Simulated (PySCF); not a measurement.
3-bromobuta-1,2-diene (C4H5Br), SMILES C(=C)=C(C)Br.

Coordinates come from a B3LYP-D3(BJ)/def2-SVP optimisation.

Two levels are set side by side: TDA-PBE/def2-SVPD (PySCF) and TDA-M06-2X/def2-SVPD (PySCF). Vertical, same geometry. The lowest singlet is HOMO→LUMO 99 % with PBE and HOMO→LUMO 94 % with the other functional; states are paired by order. Differences are taken from unrounded values.

```tsv
quantity	TDA-M06-2X	TDA-PBE	TDA-PBE minus TDA-M06-2X
lowest singlet excitation (eV)	4.40	4.05	-0.35
lowest triplet excitation (TDA) (eV)	4.07	3.62	-0.45
first bright state (f over 0.05) (eV)	7.30	6.36	-0.95
its oscillator strength	0.76	0.40	-0.36
```

A lower first singlet is the usual sign of a functional without exact exchange. Differences between two approximate levels are no errors against the true value.

Rough cost on one machine, each run with all the roots and properties that it gave: TDA-M06-2X against TDA-PBE about 7 times.
